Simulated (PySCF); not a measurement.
PySCF input for Si(H)(Me)2(OH) (C2H8OSi), SMILES C[SiH](C)O, TDDFT-PBE/def2-SVPD. Geometry: B3LYP-D3(BJ)/def2-SVP. One conformer was computed; it need not be the lowest.

```python
import numpy as np
from pyscf import gto, scf, dft, tdscf

mol = gto.M(
    atom='''
    Si    0.36621452   -0.07485318   -0.00000000
    C    -0.20580291    0.84256057    1.53991894
    C    -0.20580291    0.84256060   -1.53991892
    O    -0.17774774   -1.66279115   -0.00000002
    H     1.84957703   -0.19678747   -0.00000000
    H    -1.30426350    0.94311868    1.56407742
    H     0.10698712    0.31498981    2.45522713
    H     0.22080998    1.85923094    1.57067295
    H     0.10698711    0.31498985   -2.45522713
    H    -1.30426351    0.94311871   -1.56407739
    H     0.22080998    1.85923097   -1.57067291
    H    -1.13203072   -1.79834478   -0.00000002
    ''',
    basis='def2-SVPD',
    charge=0,
    spin=0,
    symmetry=True,
    max_memory=1600,
    verbose=4,
)
mf = dft.RKS(mol, xc='pbe').density_fit(auxbasis='def2-universal-jkfit')
mf.grids.level = 3
mf.conv_tol = 1e-9
mf.max_cycle = 100
mf.kernel()
mf.grids = dft.Grids(mol).set(level=1).build(with_non0tab=True)  # coarser grid for the response kernel
td = tdscf.TDDFT(mf)
td.singlet = True
td.nstates = 10
td.conv_tol = 1e-4
td.positive_eig_threshold = 1e-6
td.kernel(x0=td.get_init_guess(mf, 15))
td.analyze()
tt = tdscf.TDA(mf)
tt.singlet = False
tt.nstates = 4
tt.conv_tol = 1e-4
tt.positive_eig_threshold = 1e-6
tt.kernel(x0=tt.get_init_guess(mf, 9))
tt.analyze(verbose=3)
```

It prints:

```
PySCF version 2.14.0

[INPUT] verbose = 4
[INPUT] num. atoms = 12
[INPUT] num. electrons = 42
[INPUT] charge = 0
[INPUT] spin (= nelec alpha-beta = 2S) = 0
[INPUT] symmetry True subgroup None
[INPUT] Mole.unit = angstrom
[INPUT] Symbol           X                Y                Z      unit          X                Y                Z       unit  Magmom
[INPUT]  1 Si     0.366214520000  -0.074853180000   0.000000000000 AA    0.692045145639  -0.141452009753   0.000000000000 Bohr   0.0
[INPUT]  2 C     -0.205802910000   0.842560570000   1.539918940000 AA   -0.388911135539   1.592208720657   2.910025050631 Bohr   0.0
[INPUT]  3 C     -0.205802910000   0.842560600000  -1.539918920000 AA   -0.388911135539   1.592208777349  -2.910025012836 Bohr   0.0
[INPUT]  4 O     -0.177747740000  -1.662791150000  -0.000000020000 AA   -0.335894547860  -3.142219875851  -0.000000037795 Bohr   0.0
[INPUT]  5 H      1.849577030000  -0.196787470000   0.000000000000 AA    3.495194032986  -0.371874423046   0.000000000000 Bohr   0.0
[INPUT]  6 H     -1.304263500000   0.943118680000   1.564077420000 AA   -2.464700809267   1.782236008161   2.955677961416 Bohr   0.0
[INPUT]  7 H      0.106987120000   0.314989810000   2.455227130000 AA    0.202176355656   0.595244472929   4.639706849302 Bohr   0.0
[INPUT]  8 H      0.220809980000   1.859230940000   1.570672950000 AA    0.417270387771   3.513437278918   2.968141706763 Bohr   0.0
[INPUT]  9 H      0.106987110000   0.314989850000  -2.455227130000 AA    0.202176336759   0.595244548518  -4.639706849302 Bohr   0.0
[INPUT] 10 H     -1.304263510000   0.943118710000  -1.564077390000 AA   -2.464700828164   1.782236064853  -2.955677904725 Bohr   0.0
[INPUT] 11 H      0.220809980000   1.859230970000  -1.570672910000 AA    0.417270387771   3.513437335609  -2.968141631174 Bohr   0.0
[INPUT] 12 H     -1.132030720000  -1.798344780000  -0.000000020000 AA   -2.139228025394  -3.398379111741  -0.000000037795 Bohr   0.0

nuclear repulsion = 177.593609032573
point group symmetry = Cs
symmetry origin: [-3.14954354e-09  4.49934682e-10  4.49934897e-10]
symmetry axis x: [ 1.00000000e+00  6.77770732e-10 -9.19086418e-10]
symmetry axis y: [-6.77770736e-10  1.00000000e+00 -4.87270064e-09]
symmetry axis z: [9.19086414e-10 4.87270056e-09 1.00000000e+00]
num. orbitals of irrep A' = 89
num. orbitals of irrep A" = 62
number of shells = 67
number of NR pGTOs = 215
number of NR cGTOs = 151
basis = def2-SVPD
ecp = {}


[settings echo left out]
init E= -445.172024911206
HOMO (A') = -0.348928645258178  LUMO (A') = -0.0480013782310302  gap/eV = 8.18865
cycle= 1 E= -445.073119307329  delta_E= 0.0989  |g|= 0.916  |ddm|= 4.03
HOMO (A") = -0.0786703009350109  LUMO (A') = 0.0133100826176533  gap/eV = 2.50291
cycle= 2 E= -444.467154024592  delta_E= 0.606  |g|= 1.89  |ddm|= 2.48
HOMO (A") = -0.245608469724069  LUMO (A') = -0.0241085000138912  gap/eV = 6.02732
cycle= 3 E= -445.236375112098  delta_E= -0.769  |g|= 0.295  |ddm|= 1.86
HOMO (A") = -0.254333912120151  LUMO (A') = -0.0190052569227119  gap/eV = 6.40362
cycle= 4 E= -445.256164560415  delta_E= -0.0198  |g|= 0.0777  |ddm|= 0.363
HOMO (A") = -0.246775107248062  LUMO (A') = -0.0162062334495281  gap/eV = 6.27410
cycle= 5 E= -445.257638020871  delta_E= -0.00147  |g|= 0.0142  |ddm|= 0.0928
HOMO (A") = -0.248479491526038  LUMO (A') = -0.0175143611620627  gap/eV = 6.28488
cycle= 6 E= -445.257703339157  delta_E= -6.53e-05  |g|= 0.00372  |ddm|= 0.0286
HOMO (A") = -0.248424104764565  LUMO (A') = -0.0174839266650468  gap/eV = 6.28420
cycle= 7 E= -445.25770696927  delta_E= -3.63e-06  |g|= 0.000704  |ddm|= 0.00607
HOMO (A") = -0.248501768931287  LUMO (A') = -0.017508657244671  gap/eV = 6.28564
cycle= 8 E= -445.257707099946  delta_E= -1.31e-07  |g|= 0.000141  |ddm|= 0.00126
HOMO (A") = -0.248499390952738  LUMO (A') = -0.0175116760602676  gap/eV = 6.28550
cycle= 9 E= -445.257707105839  delta_E= -5.89e-09  |g|= 3.23e-05  |ddm|= 0.000263
HOMO (A") = -0.248502889348243  LUMO (A') = -0.0175121124713713  gap/eV = 6.28558
cycle= 10 E= -445.257707106164  delta_E= -3.24e-10  |g|= 7.03e-06  |ddm|= 7.25e-05
HOMO (A") = -0.248502418847225  LUMO (A') = -0.0175122611437901  gap/eV = 6.28556
Extra cycle  E= -445.257707106161  delta_E= 2.73e-12  |g|= 9.44e-06  |ddm|= 2.68e-05
converged SCF energy = -445.257707106161
tot grids = 41728
Overwritten attributes  positive_eig_threshold  of <class 'pyscf.tdscf.rks.CasidaTDDFT'>


******** <class 'pyscf.tdscf.rks.CasidaTDDFT'> for <class 'pyscf.df.df_jk.DFSymAdaptedRKS'> ********
nstates = 10 singlet
deg_eia_thresh = 1.000e-03
wfnsym = None
conv_tol = 0.0001
eigh lindep = 1e-12
eigh level_shift = 0
eigh max_cycle = 100


Excitation energies (eV)
[6.35460292 6.89108421 7.07100222 7.47755367 7.66684566 7.78482224
 7.81809267 7.98197901 8.12188368 8.31887781]

** Singlet excitation energies and oscillator strengths **
Excited State   1:   A"      6.35460 eV    195.11 nm  f=0.0320
      21 -> 22        0.70570
Excited State   2:   A'      6.89108 eV    179.92 nm  f=0.0090
      20 -> 22       -0.70385
Excited State   3:   A"      7.07100 eV    175.34 nm  f=0.0133
      21 -> 23       -0.70524
Excited State   4:   A'      7.47755 eV    165.81 nm  f=0.0144
      20 -> 23       -0.15622
      21 -> 24        0.68274
Excited State   5:   A'      7.66685 eV    161.71 nm  f=0.0227
      20 -> 23        0.68737
      21 -> 24        0.15443
Excited State   6:   A"      7.78482 eV    159.26 nm  f=0.0000
      19 -> 22       -0.60629
      21 -> 25       -0.35991
Excited State   7:   A"      7.81809 eV    158.59 nm  f=0.0017
      19 -> 22       -0.35843
      21 -> 25        0.60672
Excited State   8:   A"      7.98198 eV    155.33 nm  f=0.0551
      20 -> 24       -0.70144
Excited State   9:   A'      8.12188 eV    152.65 nm  f=0.0627
      18 -> 22        0.69516
Excited State  10:   A"      8.31888 eV    149.04 nm  f=0.0238
      21 -> 26       -0.69789

** Transition electric dipole moments (AU) **
state          X           Y           Z        Dip. S.      Osc.
  1        -0.0000     -0.0000      0.4537      0.2058      0.0320
  2         0.1508     -0.1752      0.0000      0.0534      0.0090
  3         0.0000      0.0000     -0.2774      0.0770      0.0133
  4        -0.1330      0.2463     -0.0000      0.0784      0.0144
  5        -0.0462      0.3449      0.0000      0.1211      0.0227
  6        -0.0000      0.0000     -0.0133      0.0002      0.0000
  7         0.0000      0.0000     -0.0940      0.0088      0.0017
  8         0.0000     -0.0000     -0.5310      0.2820      0.0551
  9         0.0934      0.5535     -0.0000      0.3151      0.0627
 10        -0.0000      0.0000      0.3415      0.1166      0.0238

** Transition velocity dipole moments (imaginary part, AU) **
state          X           Y           Z        Dip. S.      Osc.
  1         0.0000      0.0000      0.1055      0.0111      0.0318
  2         0.0355     -0.0470     -0.0000      0.0035      0.0091
  3         0.0000     -0.0000     -0.0778      0.0061      0.0155
  4        -0.0395      0.0743     -0.0000      0.0071      0.0172
  5        -0.0191      0.0969      0.0000      0.0098      0.0231
  6        -0.0000     -0.0000      0.0044      0.0000      0.0000
  7         0.0000     -0.0000     -0.0305      0.0009      0.0022
  8        -0.0000     -0.0000     -0.1589      0.0253      0.0574
  9         0.0290      0.1689     -0.0000      0.0294      0.0656
 10        -0.0000     -0.0000      0.1072      0.0115      0.0250

** Transition magnetic dipole moments (imaginary part, AU) **
state          X           Y           Z
  1         0.5272     -0.3964     -0.0000
  2        -0.0000     -0.0000     -0.6509
  3         0.4602     -0.1025      0.0000
  4        -0.0000      0.0000      0.0322
  5         0.0000      0.0000     -0.7862
  6        -0.5147      0.1394      0.0000
  7        -0.0679     -0.4235      0.0000
  8        -0.3956     -0.9263     -0.0000
  9        -0.0000     -0.0000      0.4365
 10         0.4478     -0.0025     -0.0000
Overwritten attributes  positive_eig_threshold  of <class 'pyscf.tdscf.rks.TDA'>


******** <class 'pyscf.tdscf.rks.TDA'> for <class 'pyscf.df.df_jk.DFSymAdaptedRKS'> ********
nstates = 4 triplet
deg_eia_thresh = 1.000e-03
wfnsym = None
conv_tol = 0.0001
eigh lindep = 1e-12
eigh level_shift = 0
eigh max_cycle = 100


Excitation energies (eV)
[6.16075345 6.72511318 6.92437058 7.25040719]

** Triplet excitation energies and oscillator strengths **
Excited State   1:   A"      6.16075 eV    201.25 nm  f=0.0000
Excited State   2:   A'      6.72511 eV    184.36 nm  f=0.0000
Excited State   3:   A"      6.92437 eV    179.05 nm  f=0.0000
Excited State   4:   A'      7.25041 eV    171.00 nm  f=0.0000
```

Self-consistency was reached.

Cost: about 50 core-seconds (a rough figure).
